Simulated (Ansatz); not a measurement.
Program: Ansatz. Geometries: PBE0-D4/def2-TZVP. ΔE: electronic, gas phase. CCSD(T)/CBS adds triple-zeta CCSD(T) − MP2 to the extrapolated MP2 energy (def2 sets, frozen cores). This one scheme is used for every species. Functionals use def2-TZVPP. B3LYP here is the variant with VWN-RPA as its local correlation; programs differ in this. One conformer a species, not always the lowest.

Consider the ligand exchange at the Si–O bond: `B[SiH2]O[SiH2]F` + `N[SiH3]` → `B[SiH2]N[SiH3]` + `O[SiH2]F`.

(1) Is it downhill or uphill in electronic energy at CCSD(T)/CBS, and by how much? (Estimate.)

(2) What do these levels give: r2SCAN-D4, B3LYP-D4, ωB97M-V, B2PLYP, r2SCAN, PBE0, HF/def2-TZVPP, MP2/def2-TZVPP, SCS-MP2/def2-TZVPP, CCSD/def2-TZVPP, MP2/def2-QZVPP, HF/CBS(def2)? (Estimate.)

Largest T1 diagnostic among the species: 0.012.

## Answers

(1) Computed: Uphill: ΔE = +47.6 kJ/mol.

(2) The calculation gave: r2SCAN-D4 48.0, B3LYP-D4 50.6, ωB97M-V 47.5, B2PLYP 50.2, r2SCAN 48.0, PBE0 44.4, HF/def2-TZVPP 61.0, MP2/def2-TZVPP 46.0, SCS-MP2/def2-TZVPP 49.2, CCSD/def2-TZVPP 49.1, MP2/def2-QZVPP 46.9, HF/CBS(def2) 62.5 kJ/mol.

In def2-TZVPP, CCSD(T) changes the Hartree–Fock value by −14.2 kJ/mol (the triples alone add −2.3 kJ/mol) and MP2 by −15.1 kJ/mol.
